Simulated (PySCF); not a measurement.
## Spinor energies of Cl⁴⁺ (chlorine, charge +4)

Start: [Ne] 3s2 3p1; 3p1/2 filled at m_j = +1/2. Calculated with PySCF 2.14 in x2c-TZVPall-2c: generalised Hartree-Fock with the X2C-1e Hamiltonian and a Gaussian nucleus; one run each with spin-orbit coupling (SO) switched off, then screened by Boettger's factors.

```json
{"spinor shell": "1s1/2", "electrons": "2", "ε, spin-free (eV)": "-2930.8", "ε, screened SO (eV)": "-2930.8", "weight of nominal j (screened SO)": "1.000", "rms radius, screened SO (bohr)": "0.105"}
{"spinor shell": "2s1/2", "electrons": "2", "ε, spin-free (eV)": "-354.31", "ε, screened SO (eV)": "-354.27", "weight of nominal j (screened SO)": "1.000", "rms radius, screened SO (bohr)": "0.476"}
{"spinor shell": "2p1/2", "electrons": "2", "ε, spin-free (eV)": "-283.40", "ε, screened SO (eV)": "-285.05", "weight of nominal j (screened SO)": "0.991", "rms radius, screened SO (bohr)": "0.447"}
{"spinor shell": "2p3/2", "electrons": "4", "ε, spin-free (eV)": "-283.40", "ε, screened SO (eV)": "-282.54", "weight of nominal j (screened SO)": "0.995", "rms radius, screened SO (bohr)": "0.450"}
{"spinor shell": "3s1/2", "electrons": "2", "ε, spin-free (eV)": "-80.086", "ε, screened SO (eV)": "-80.071", "weight of nominal j (screened SO)": "0.996", "rms radius, screened SO (bohr)": "1.46"}
{"spinor shell": "3p1/2", "electrons": "1", "ε, spin-free (eV)": "-67.469", "ε, screened SO (eV)": "-67.587", "weight of nominal j (screened SO)": "0.953", "rms radius, screened SO (bohr)": "1.56"}
```

| quantity | spin-free | screened SO |
| --- | --- | --- |
| E (hartree) | -456.26949 | -456.27489 |
| M_J | 1/2 | 1/2 |
| ⟨J²⟩ | 1.048 | 0.906 |
| ⟨L²⟩ | 2.044 | 2.044 |
| ⟨S²⟩ | 0.765 | 0.765 |

Each row is a mean over spinors that exchange with the open shell spreads, by up to 1.704 eV (2p1/2).

⟨J²⟩ departs a little from M_J(M_J + 1) because the unrestricted spinors polarise the closed shells.

Without spin-orbit coupling the j labels of p, d and f shells carry no meaning; the spin-free column gives the mean over the occupied spinors of each nl shell, and its ⟨J²⟩ belongs to a mixture of degenerate components.
